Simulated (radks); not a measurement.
Spherical quantum dot in the effective-mass picture: electrons in a hard-walled sphere of radius 2.86, all in effective atomic units (hartree* = m*/eps^2 hartree, bohr* = eps/m* bohr), one dielectric constant everywhere. Calculated with a radial shooting solver with Libxc functionals: non-relativistic Kohn-Sham, r2SCAN, spin-polarised, spherical densities, generalised Kohn-Sham scheme. Levels are named by radial order and angular momentum (1s, 1p, 1d, 2s, ...), and open shells are averaged over m. Results are scaled to m* = 0.161 and eps = 9.2, for which hartree* = 51.76 meV and bohr* = 3.024 nm. Each electron was tried in the lowest free levels, single moves between levels near the top were tried too, and the lowest total energy was kept; such a search can miss a lower state. At N = 1 the Hartree and exchange-correlation terms need not cancel, so that row can carry a self-interaction error.

N        open shells  2S  mu = E(N) - E(N-1) (meV)  addition energy mu(N+1) - mu(N) (meV)  e(HOMO) (meV)
1   1s(up 1, down 0)   1                    31.090                                  29.54         41.702
2               none   0                    60.631                                  52.21         71.359
3   1p(up 1, down 0)   1                    112.84                                  21.68         123.35
4   1p(up 2, down 0)   2                    134.52                                  22.84         145.86
5   1p(up 3, down 0)   3                    157.36                                  32.33         168.90
6   1p(up 3, down 1)   2                    189.69                                  20.99         199.95
7   1p(up 3, down 2)   1                    210.68                                  22.07         221.60
8               none   0                    232.74                                  58.34         243.96
9   1d(up 1, down 0)   1                    291.09                                  21.44         301.75
10  1d(up 2, down 0)   2                    312.53                                  21.72         323.35
11  1d(up 3, down 0)   3                    334.25                                  21.88         345.16
12  1d(up 4, down 0)   4                    356.13                                  21.96         367.09
13  1d(up 5, down 0)   5                    378.09                                  30.67         389.09
14  1d(up 5, down 1)   4                    408.76                                  20.99         419.20
15  1d(up 5, down 2)   3                    429.75                                  21.29         440.34
16  1d(up 5, down 3)   2                    451.04                                  21.49         461.75
17  1d(up 5, down 4)   1                    472.53                                  21.61         483.31
18              none   0                    494.14                                  64.59         504.96
19  1f(up 1, down 0)   1                    558.73                                  21.06         569.17
20  1f(up 2, down 0)   2                    579.79                                  21.15         590.30
21  1f(up 3, down 0)   3                    600.94                                  21.23         611.51
22  1f(up 4, down 0)   4                    622.17                                  21.28         632.78
23  1f(up 5, down 0)   5                    643.45                                  21.32         654.09
24  1f(up 6, down 0)   6                    664.77                                  21.35         675.42
25  1f(up 7, down 0)   7                    686.12                                  29.67         696.78
26  1f(up 7, down 1)   6                    715.78                                  20.79         726.05
27  1f(up 7, down 2)   5                    736.58                                  20.88         746.91
28  1f(up 7, down 3)   4                    757.45                                  20.97         767.86
29  1f(up 7, down 4)   3                    778.42                                  21.04         788.88
30  1f(up 7, down 5)   2                    799.46                                      -         809.96

All shells are closed at N = 2, 8, 18 (there: 1s2 1p6 1d10); the second difference of the energy has clear peaks (12 % above both neighbours; the first and last values, which can be the largest, are not judged, and half-filled shells can peak too) at N = 2, 5, 8, 13, 18, 25.
